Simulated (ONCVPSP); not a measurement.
# magnesium (Mg): ONCV pseudisation with LDA (Perdew-Wang 92), scalar-relativistic reference atom.

```json
{
  "Element": "Mg (Z = 12)",
  "Generator": "ONCVPSP 4.0.1",
  "Type": "optimised norm-conserving Vanderbilt (ONCV)",
  "Functional": "LDA (Perdew-Wang 92)",
  "Relativity": "scalar-relativistic",
  "Frozen core": "[He] 2s2",
  "Valence charge": "8",
  "Reference configuration": "2p6 3s1 (charge +1)",
  "Partial waves": "3s: rc 2.45 bohr, ncon 4, nbas 8, qcut 2.5 1/bohr, 2 projectors, debl 1.1 Ha; 2p: rc 0.95 bohr, ncon 4, nbas 8, qcut 16.2 1/bohr, 2 projectors, debl 1.1 Ha; d scattering state at 0.02 Ha: rc 2.10 bohr, ncon 4, nbas 8, qcut 5.4 1/bohr, 2 projectors, debl 0.5 Ha",
  "Local potential": "polynomial inside 0.85 bohr (lpopt 4, dvloc0 1 Ha)",
  "Core correction": "Teter function, fcfact 1.75, rcfact 1.45"
}
```

In the p channel the program set the typed energies aside and used -2.052, 0.250 Ha.

All-electron outer shells of the reference configuration (LDA (PZ), scalar-relativistic, ld1.x):

| shell | level (eV) | outermost node (bohr) | outermost maximum (bohr) |
| --- | --- | --- | --- |
| 2s | -88.40 | 0.18 | 0.55 |
| 2p | -55.81 | – | 0.48 |
| 3s | -11.53 | 0.90 | 2.35 |

Results:

```json
{
  "Cutoffs needed": "90 Ha and 104 Ha (the cutoffs (Ha) at which the residual kinetic energy of the hardest occupied pseudo-wave falls to 1 and 0.1 mHa per electron)",
  "Ghost test": "no bound ghost flagged; GHOST(+) flagged for s at 44.3 eV",
  "Largest excitation error": "-297 meV (all-electron minus pseudo) for 2p5 3s2, out of 4 test configurations",
  "rms error of d²Exc/dni dnj": "8.82 mHa without and 7.75 mHa with the model core"
}
```

Generation and tests took about 4 s on one core of a shared server CPU.
